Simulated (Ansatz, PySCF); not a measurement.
PGMEA (C6H12O3), SMILES C(C)(OC(=O)C)COC.

Geometry optimised at B3LYP-D3(BJ)/def2-SVP. One conformer was computed; it need not be the lowest.

Vertical ionisation energy (IE) and electron affinity (EA) in eV. Rows of orbital energies are one-electron estimates. Where ΔSCF, EOM or ADC give a negative EA the extra electron is unbound and the value depends on the basis.

| level | IE | EA |
|---|---|---|
| −ε(HOMO), −ε(LUMO), HF/def2-SVP (PySCF) | (withheld) | (withheld) |
| ΔSCF, PBE0/def2-SVPD (Ansatz), final states of multiplicity 2 and 2 | 9.51 | -1.60 |

Problem. Complete the blanks. (Estimate from the structure and the level; the computed values follow.)

Solution. 
- −ε(HOMO), −ε(LUMO), HF/def2-SVP (PySCF), IE: 11.59
- −ε(HOMO), −ε(LUMO), HF/def2-SVP (PySCF), EA: -4.72

Problem. What vertical singlet–triplet gap does ΔSCF give with PBE0/def2-SVPD (Ansatz, an electronic-structure program)? (Estimate from the structure and the level; the computed values follow.)

Solution. 5.30 eV (triplet above singlet where positive).
